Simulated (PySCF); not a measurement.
Ligands exchanged one at a time, Ge F-H. Isolated molecules, 0 K electronic values unless said otherwise. Strings in code marks are SMILES.

The S1–T1 gap (TDA) from two functionals at the same geometries (r2SCAN-D4/def2-TZVP), both in PySCF: PBE-D3(BJ)/def2-TZVP and r2SCAN-D4/def2-TZVP. Excitations are Tamm–Dancoff values on a coarser integration grid. The basis has no diffuse functions, so Rydberg states are missing or too high.

| species | PBE-D3(BJ)/def2-TZVP (eV) | r2SCAN-D4/def2-TZVP (eV) |
|---|---|---|
| 1 of 4 F replaced by H (`[F][GeH]([F])[F]`) | 0.84 | 1.20 |
| 2 of 4 F replaced by H (`[F][GeH2][F]`) | 0.46 | 0.72 |
| 3 of 4 F replaced by H | 0.42 | 0.56 |

Over these rows, drawn at random from the members with no instability flagged (it was tested for open shells, ions and some series alone), PBE minus r2SCAN-D4: mean -0.25 eV, from -0.36 eV to -0.14 eV.
